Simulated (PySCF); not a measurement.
V⁺ (vanadium, charge +1) across methods

[Ar] 3d4, high-spin 5D determinant. Calculation: PySCF 2.14, in ANO-RCC-VTZP (6s5p3d2f1g, 59 functions); scalar relativity by spin-free X2C-1e. The B2PLYP total includes its PT2 part (frozen core); its orbital energies are those of the SCF part.

| method | E (hartree) | mean ε 3p α (eV) | mean ε 3p β (eV) | mean ε 3d α (eV) | Σ⟨r²⟩ (bohr²) | ⟨S²⟩ |
| --- | --- | --- | --- | --- | --- | --- |
| PBE | -948.710 | -48.099 | -44.782 | -9.923 | 23.31 | 6.000 |
| M06-2X | -948.921 | -54.769 | -49.906 | -13.139 | 22.63 | 6.001 |
| B2PLYP | -948.676 | -55.277 | -49.449 | -12.989 | 22.40 | 6.001 |
| PBE0 | -948.740 | -51.643 | -47.161 | -11.475 | 22.73 | 6.000 |
| BLYP | -948.979 | -47.899 | -44.731 | -9.780 | 23.47 | 6.000 |
| UHF | -947.91516 | -61.646 | -53.168 | -15.821 | 21.80 | 6.001 |
| LDA | -946.724 | -48.091 | -44.922 | -10.087 | 23.40 | 6.000 |
| r2SCAN | -948.903 | -49.449 | -45.254 | -9.982 | 22.81 | 6.001 |
